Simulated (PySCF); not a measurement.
PBE0 on La (lanthanum, neutral), [Xe] 5d1 6s2, 2D determinant. Computed with PySCF 2.14 in def2-QZVPPD with the def2 core potential (46 electrons), with scalar relativity through the core potential.

```
cycle= 1 E= -31.4652320112935  delta_E= -0.00684  |g|= 0.024  |ddm|= 0.56
cycle= 2 E= -31.4669848836879  delta_E= -0.00175  |g|= 0.0103  |ddm|= 0.121
cycle= 3 E= -31.4684044201211  delta_E= -0.00142  |g|= 0.0103  |ddm|= 0.0998
cycle= 4 E= -31.4693741773193  delta_E= -0.00097  |g|= 0.0102  |ddm|= 0.0642
cycle= 5 E= -31.4728761956521  delta_E= -0.0035  |g|= 0.00736  |ddm|= 0.392
cycle= 6 E= -31.4725968896875  delta_E= 0.000279  |g|= 0.00439  |ddm|= 0.112
cycle= 7 E= -31.4729243563701  delta_E= -0.000327  |g|= 0.00136  |ddm|= 0.137
cycle= 8 E= -31.4729419432043  delta_E= -1.76e-05  |g|= 0.000449  |ddm|= 0.0172
cycle= 9 E= -31.4729435596477  delta_E= -1.62e-06  |g|= 0.00018  |ddm|= 0.0045
cycle= 10 E= -31.4729438943667  delta_E= -3.35e-07  |g|= 8.17e-06  |ddm|= 0.00308
cycle= 11 E= -31.4729438935482  delta_E= 8.19e-10  |g|= 1.17e-05  |ddm|= 0.000184
converged SCF energy = -31.4729438935482  <S^2> = 1.3981464  2S+1 = 2.5676031
```

Highest occupied orbital energy: -4.027 eV; ⟨L²⟩ = 8.58; populations by l: s 3.57, p 6.00, d 1.42, f 0.00.

Problem. Can this result be used?

Solution. Not for this state. The calculation finished and met its thresholds. ⟨L²⟩ = 8.58 against 6 for a pure D term, so this real determinant mixes terms. Energies and moments cover only the electrons outside the core potential. Spin-orbit coupling, absent here, splits the open shell strongly. ⟨S²⟩ = 1.40 against 0.75 shows spin contamination. The s, p, d and f populations moved away from the nominal configuration during the SCF.
